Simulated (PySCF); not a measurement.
Species: C7H11N3.
Atom-mapped SMILES: `[CH3:1][C:2]([CH3:3])([CH3:4])[c:5]1[cH:6][n:7][cH:8][n:9][n:10]1`

Geometry (GFN2-xTB, Å), atoms numbered from 1 in this order:
```xyz
21
C7H11N3 angstrom
C     -1.2921   -0.1557    1.4048
C     -0.7926    0.1630   -0.0102
C     -1.3983   -0.8237   -1.0165
C     -1.1955    1.5891   -0.3856
C      0.7093    0.0250   -0.0381
C      1.3685   -1.1784    0.2641
N      2.6812   -1.2570    0.2282
C      3.3131   -0.1342   -0.1079
N      2.7335    1.0092   -0.3967
N      1.4331    1.0863   -0.3615
H     -0.8407    0.5213    2.1271
H     -2.3717   -0.0340    1.4485
H     -1.0512   -1.1766    1.6917
H     -1.0218   -0.6214   -2.0169
H     -1.1593   -1.8528   -0.7588
H     -2.4803   -0.7169   -1.0288
H     -2.2782    1.6870   -0.3647
H     -0.8379    1.8336   -1.3815
H     -0.7624    2.3008    0.3112
H      0.8413   -2.0831    0.5372
H      4.3930   -0.1644   -0.1462
```

NICS = −σ at a ghost point: NICS(0) at the centroid of the ring atoms, NICS(1) 1 Å to either side along the normal of their mean plane, zz for the tensor component along that normal. Level: GIAO PBE0/pcSseg-1 (PySCF, non-relativistic, gas phase) on the GFN2-xTB geometry, one conformer.

Ring bond lengths (Å), with Mayer bond orders in brackets: C5–C6 1.405 (1.27), C6–N7 1.316 (1.51), N7–C8 1.332 (1.40), C8–N9 1.314 (1.50), N9–N10 1.303 (1.32), N10–C5 1.325 (1.52).

Q: Give the NICS values of each ring in ppm.

A: 
```json
{"ring": "C5–C6–N7–C8–N9–N10", "type": "6-membered ring with 3 N; formal bonds all aromatic", "NICS(0)": "-3.9", "NICS(1), two faces": "-11.1 / -11.1", "NICS(1)zz, two faces": "-26.8 / -26.8", "rms pucker (Å)": "0.00", "centre to ring atoms, mean (Å)": "1.33"}
```

Q: What can be read from them?

A: 
- C5–C6–N7–C8–N9–N10: mean NICS(1)zz -26.8 ppm, shielded, aromatic by this magnetic criterion (flat ring, no four-coordinate atom). NICS(0) lies 7 ppm above the mean NICS(1).

Q: How equal are the bonds by HOMA? Use HOMA with the parameters of Krygowski (1993).

A: 
- C5–C6–N7–C8–N9–N10: HOMA 0.97; the largest term is that of C5–C6, α(R − Ropt)² = 0.07. The geometric and the magnetic index point the same way.

Q: What field does 9.4 T along the ring normal induce along that normal at the first NICS(1) probe listed for ring C5–C6–N7–C8–N9–N10, 1 Å off the ring?

A: NICSzz × B0 = -26.8 ppm × 9.4 T = -252 μT, against the applied field.

Q: How shielded are the nuclei of the rings and their hydrogens (means over atoms taken as equivalent)?

A: 
```
atoms                          environment  σ isotropic (ppm)
   C5          substituted aromatic carbon               11.9
   C6  aromatic CH next to a ring nitrogen               33.9
   N7               pyridine-type nitrogen              -65.0
   C8  aromatic CH next to a ring nitrogen               24.9
   N9               pyridine-type nitrogen             -168.6
  N10               pyridine-type nitrogen             -207.5
  H20                    aromatic hydrogen              22.75
  H21                    aromatic hydrogen              21.72
```
